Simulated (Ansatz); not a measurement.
Ideal-gas functions of H3O2PSe, SMILES `OP(O)[SeH]` at 400 K and 1 bar, from an Ansatz frequency run at PBE0-D4/def2-TZVP.

Molar mass 144.96 g/mol, point group C1 (symmetry number 1), electronic degeneracy 1, moments of inertia 69.291, 254.211, 290.309 u Å². Harmonic wavenumbers (cm⁻¹, unscaled): 76, 208, 231, 267, 308, 370, 409, 629, 846, 857, 995, 1050, 2427, 3867, 3872.

Use S(trans) = R[1.5 ln M + 2.5 ln T − 1.1517]; rotational temperatures θ = 24.2544 K / I; S(rot) = R[ln(√π/σ · √(T³/θAθBθC)) + 1.5]; for each mode x = 1.438777 ν̃/T, S = R[x/(eˣ − 1) − ln(1 − e⁻ˣ)] and H = RT x/(eˣ − 1); 1 cm⁻¹ = 0.0119627 kJ/mol; R = 8.31446 J/(mol·K).

Problem. By hand: the entropy, in J/(mol·K).

Solution. Translation 177.0. Rotation: θ = 0.35, 0.0954, 0.0835 K, giving 116.4. Vibration, mode by mode: 19.12, 10.92, 10.09, 8.96, 7.88, 6.53, 5.82, 3.10, 1.67, 1.62, 1.09, 0.93, 0.01, 0.00, 0.00, in all 77.7. Electronic 0.0. Sum 371.1 J/(mol·K).

Problem. By hand: H − E and G − E in kJ/mol, counted from the electronic energy.

Solution. Zero-point energy ½ × 16412 × 0.0119627 = 98.2; thermal vibration 16.6; translation, rotation and pV give 4 RT = 13.3. H − E = 128.1 kJ/mol, and G − E = 128.1 − 400 × 371.1/1000 = -20.3 kJ/mol.

Vibration gives 21 % of the entropy, 19.1 J/(mol·K) of it from the mode under 150 cm⁻¹: soft modes count most, and the harmonic formula is weakest for them. The sum counts one conformer and one mirror image; others add a mixing term.
